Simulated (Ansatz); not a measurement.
## What each rung costs, and what it gives

Saddle point of CH₇GaO, singlet (CH₅GaO ([CH3][O][GaH2]) + H₂ → CH₄O ([CH3][OH]) + GaH₃ (still joined by a long Ga–O bond); bonds formed: Ga1–H7, O2–H6; bonds broken: H6–H7; bonds weakened to dative contacts: Ga1–O2), PBE0-D4/def2-TZVP structure:

| atom | x (Å) | y (Å) | z (Å) |
| --- | --- | --- | --- |
| Ga1 | -0.9144 | 1.2049 | -0.0456 |
| O2 | 0.6851 | 0.1633 | 0.3861 |
| C3 | 0.6029 | -1.2419 | 0.4367 |
| H4 | -2.1243 | 0.2748 | -0.3665 |
| H5 | -0.8585 | 2.6268 | 0.5794 |
| H6 | 0.6531 | 0.6621 | -0.8360 |
| H7 | 0.1996 | 1.1952 | -1.5218 |
| H8 | 1.6090 | -1.6614 | 0.5196 |
| H9 | 0.0217 | -1.5625 | 1.3079 |
| H10 | 0.1258 | -1.6612 | -0.4598 |

Barriers are electronic and count from the start structure reached by relaxing down the imaginary mode.

Computed with Ansatz 0.2.0 (basis: as named in each row); correlated methods freeze the cores. Filled d shells of the heavier atoms are correlated. The def2 sets are not built for correlating such inner shells, so the correlated values are less sure here. B3LYP uses VWN-RPA correlation. Extrapolation: Hartree–Fock as exp(−7.88 √X), correlation as X^−2.97.

Times are rough, for one single point on 4 threads of a shared host (Arm Neoverse V2).

The estimate by CCSD(T) at an estimated basis limit (MP2 extrapolated from triple and quadruple zeta, plus CCSD(T) − MP2 in triple zeta) is 22.15 kcal/mol.

```csv
method,basis,time (s),barrier (kcal/mol),method less estimate
HF,STO-3G,under 1,40.29,18.15
SPW92,def2-SVP,under 1,7.22,-14.92
PBE-D4,STO-3G,under 1,29.23,7.09
PBE-D4,def2-SVP,under 1,14.35,-7.79
B3LYP-D4,6-31G,under 1,24.89,2.74
PBE0-D4,def2-SVP,under 1,16.08,-6.06
SPW92,def2-TZVPP,under 1,9.45,-12.69
PBE-D4,def2-TZVPP,1,16.86,-5.29
BLYP-D4,def2-TZVPP,1,20.79,-1.35
B3LYP-D4,def2-TZVPP,2,21.45,-0.69
BHLYP-D4,def2-TZVPP,2,23.53,1.39
PBE0-D4,def2-TZVPP,2,18.38,-3.77
CAM-B3LYP-D4,def2-TZVPP,2,21.13,-1.02
CCSD(T),def2-SVP,3,21.70,-0.44
r2SCAN-D4,def2-TZVPP,3,18.01,-4.14
r2SCAN0-D4,def2-TZVPP,3,19.27,-2.87
RPA on PBE,def2-TZVPP,3,21.95,-0.20
PBE-QIDH,def2-TZVPP,3,20.16,-1.99
B2PLYP,def2-TZVPP,3,22.10,-0.04
wB97M-V,def2-SVP,4,17.89,-4.26
wB97X-V,def2-TZVPP,5,21.61,-0.54
wB97M-V,def2-TZVPP,6,21.35,-0.80
B97M-V,def2-TZVPP,6,19.60,-2.55
MP2,def2-QZVPP,14,21.85,-0.29
CCSD(T),def2-TZVPP,64,21.90,-0.25
```

All methods are single points on the PBE0-D4 structures.

No T1 diagnostic of these runs exceeds 0.015.

Labels in which every atom is bracketed show which atoms are joined, not bond orders.
